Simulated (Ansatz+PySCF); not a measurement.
The numbers below are computed, except where a source is named.
**Several solutions for singlet BF3**

| atom | x (Å) | y (Å) | z (Å) |
| --- | --- | --- | --- |
| B | 0.0000 | 0.0000 | 0.0000 |
| F | 1.3104 | 0.0000 | 0.0000 |
| F | -0.6552 | 1.1348 | 0.0000 |
| F | -0.6552 | -1.1348 | 0.0000 |

Basis set: def2-SVP (spherical functions). Charge 0, multiplicity 1.

CASSCF(2,2) was run from several starts with Ansatz (development build ahead of 0.2.0) and PySCF 2.14.0. The starts are those of the Hartree–Fock orbitals from which the active space was taken at the frontier.

```csv
run,program,start,converged,energy (hartree),<S²>
A,Ansatz,"atomic start, no search",yes,-322.95244,0.00
B,Ansatz,search for the lowest state,yes,-322.95244,0.00
C,Ansatz,stability test followed,yes,-322.95244,0.00
D,PySCF,program defaults,yes,-322.93635,0.00
```

**Question.** Which runs reached the lowest solution of this kind, and what is wrong with the others?

**Answer.** A, B, C reached the lowest solution found. Converged but too high: D by 0.44 eV. Convergence only shows a stationary point; in CASSCF the end hangs on which orbitals enter the active space. Caution: other starts end on other solutions of this active space.
